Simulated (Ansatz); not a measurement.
CH9NSSi2 can be A, `CS[SiH](N)[SiH3]`, or B, `NC([SiH3])S[SiH3]`.

Gas-phase electronic energies from Ansatz, PBE0-D4/def2-TZVP geometries. CBS: MP2 limit from def2 TZ/QZ plus the TZ coupled-cluster correction, frozen cores. DFT in def2-TZVPP. B3LYP here is the variant with VWN-RPA as its local correlation; programs differ in this. Each species was taken in one conformer, which may not be the lowest.

Problem. Which isomer does CCSD(T)/CBS put lower? Give the gap. (Best estimate.)

Solution. The calculation gave: A, by 135.4 kJ/mol.

Problem. Give E(B) − E(A) in kJ/mol with CCSD(T)/def2-TZVPP, PBE-D4, PBE0-D4, HF/def2-TZVPP, r2SCAN-D4, B3LYP-D4, B2PLYP. (An estimate is asked.)

Solution. The calculation gave: CCSD(T)/def2-TZVPP 132.0, PBE-D4 133.5, PBE0-D4 138.0, HF/def2-TZVPP 136.9, r2SCAN-D4 136.7, B3LYP-D4 133.4, B2PLYP 133.8. None reverses the order clearly.

Largest T1 diagnostic: 0.012.

From PBE to PBE0 (25 % exact exchange), in def2-TZVPP and without D4, E(B) − E(A) moves by +4.2 kJ/mol. In def2-TZVPP, CCSD(T) changes the Hartree–Fock value by −4.9 kJ/mol (the triples alone add −2.4 kJ/mol) and MP2 by −5.5 kJ/mol.
